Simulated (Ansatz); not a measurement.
```yaml
crystal:
  periodic: [false, false, false]
  atoms:
    - {symbol: F, position_ang: [0.000000, 0.000000, 0.015883]}
    - {symbol: In, position_ang: [-0.000000, -0.000000, 2.009607]}
basis:
  gaussian: {orbitals: def2-mTZVP}
hamiltonian: {xc: {name: LC-wPBE}, pseudopotentials: {relativity: none}}
accuracy: high
charge: 1
output: {forces: true}
```

```sh
$ ansatz run in.yaml --threads 2 --pin off --events-out ev --progress --plain --max-ram 32768MiB --backend cpu
```

Shortened log:

```
Error: YAML parse error: error: line 10 column 1: unknown field `charge`, expected one of crystal, accuracy, basis, kpoints, hamiltonian, magnetization, projection, total_charge, correlation, batch, efield, external_charges, scf, relax, neb, saddle, md, ramp, phonons, dielectric, real_time, elastic, magnetic_configurations, gw, evaluate, workflow, output, checkpoint, execution
 8 | hamiltonian: {xc: {name: LC-wPBE}, pseudopotentials: {relativity:…
 9 | accuracy: high
10 | charge: 1
11 | output: {forces: true}
```

**Question.** Something in this input is off. What?

**Answer.** The input holds a key that doesn't belong there. The program refused the input.
